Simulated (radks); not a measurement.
The mean radii <r> (bohr) of the occupied orbitals of an atom or ion are listed with their occupations. All-electron calculation, scalar-relativistic Kohn-Sham, PBE, spin-polarised, spherical densities, finite nucleus; Fermi nuclear charge, rms radius of each element as measured or else 0.836 A^(1/3) + 0.57 fm. Program: a radial shooting solver on a logarithmic mesh with Libxc functionals.

| orbital | occ. | <r> |
|---|---|---|
| 1s up | 1 | 0.03408 |
| 1s down | 1 | 0.03408 |
| 2s up | 1 | 0.1390 |

Name the element and its charge. Open shells, if any, are filled with parallel spins first.

Answer. Z = 43, technetium, charge +40: Tc40+ in [He] 2s1. The 1s radius gives Z: for a bare nucleus <r> = (2 gamma + 1)/(2Z) with gamma = sqrt(1 - (Z/c)^2), 0.03371 bohr for Z = 43, and screening makes it slightly larger (0.03408 here). The occupations add up to 3, and the charge is Z minus that.
